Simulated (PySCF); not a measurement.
# Static response to an electric field

C2H12NPSi2.
Numbering: `[CH3:1][N:2]([CH3:3])[Si@@H:4]([SiH3:5])[PH2:6]` (hydrogens: H7, H8, H9 on C1; H10, H11, H12 on C3; H13 on Si4; H14, H15, H16 on Si5; H17, H18 on P6)

Cartesian coordinates in Å at the GFN2-xTB level; atoms count from 1:
```xyz
18
C2H12NPSi2 angstrom
C     -1.9735   -0.9074    0.0749
N     -0.9112    0.0626   -0.0198
C     -1.4092    1.4129   -0.0812
Si     0.6623   -0.3058   -0.6231
Si     2.1738    1.1196    0.4244
P      0.9585   -2.5069   -0.2596
H     -2.6465   -0.8578   -0.7890
H     -1.5495   -1.9092    0.1278
H     -2.5623   -0.7273    0.9793
H     -2.0485    1.6151    0.7825
H     -0.5788    2.1148   -0.0746
H     -1.9988    1.5835   -0.9897
H      0.7504   -0.2346   -2.1095
H      2.3659    2.3542   -0.3430
H      1.7725    1.5369    1.7719
H      3.4961    0.5016    0.5590
H      2.3081   -2.4564   -0.5413
H      1.1820   -2.3894    1.0993
```

Level: CAM-B3LYP/def2-SVPD (PySCF), static field, nuclei fixed, core orbitals frozen in the response. The polarisability tensor in these axes (au):

```
x   122.74   1.88   2.56
y     1.88 132.04   3.54
z     2.56   3.54  98.21
```

Question: What are the eigenvalues, a third of the trace, and Δα (Δα² = ½Σ(αi − αj)² over the three pairs)?

Answer: Principal values 97.62, 122.50 and 132.86 au; mean 117.66 au = 17.44 Å³ = 19.40 × 10⁻⁴⁰ C²·m²/J; Δα = 31.37 au (27 % of the mean).

Question: What is the dipole moment, and where does it point?

Answer: (-0.78, 0.60, 0.24) D, 1.01 D in size, pointing from the negative to the positive side. Measured along this direction, the outermost atoms are H17 at the negative end and H10 at the positive end.

Question: Refractivity n − 1 of an ideal gas of it at 273.15 K and 1 atm, from the electronic α?

Answer: N = p/kT = 2.6868 × 10¹⁹ cm⁻³, so n − 1 = 2π × N × 17.44 × 10⁻²⁴ cm³ = 2943 × 10⁻⁶ at long wavelengths, for an ideal gas.

Question: What depolarisation ratio follows for Rayleigh scattering of linearly polarised light, taking the static tensor?

Answer: ρ = 3Δα²/(45ᾱ² + 4Δα²) = 2953.2/(622994 + 3937.5) = 0.00471.

Question: Orientational against electronic polarisability at 250 K (dilute gas, rigid molecules)?

Answer: In Gaussian units μ²/3kT = 9.88 Å³ against 17.44 Å³, a ratio of 0.57; the Debye molar polarisation (4π/3)N_A(α + μ²/3kT) is 68.9 cm³/mol, leaving out the vibrational part.

Question: In TDDFT the mean static polarisability is Σ f/ω² over all singlet excitations (ω in hartree). How much of it do the 8 lowest give? Their energies (eV) and oscillator strengths: 5.36, 0.0064; 5.80, 0.0164; 6.20, 0.0193; 6.38, 0.1888; 6.48, 0.0055; 6.53, 0.0222; 6.73, 0.1089; 6.87, 0.0403.

Answer: They add up to 7.23 au, 6.1 % of the 117.66 au; the largest single term is 3.44 au, from the state at 6.38 eV. Terms in order: 0.17, 0.36, 0.37, 3.44, 0.10, 0.39, 1.78, 0.63 au. Higher excitations give the rest. The strengths listed sum to 0.408.

Question: Give the principal axes and the span of the nuclei along them.

Answer: Largest value along (0.21, 0.97, 0.11), where the nuclei span 5.01 Å; middle along (0.97, -0.22, 0.07), 5.78 Å; least along (-0.09, -0.10, 0.99), 3.58 Å. The strongest response doesn't lie along the longest of the three spans.

Isolated species at its GFN2-xTB geometry (one conformer only).
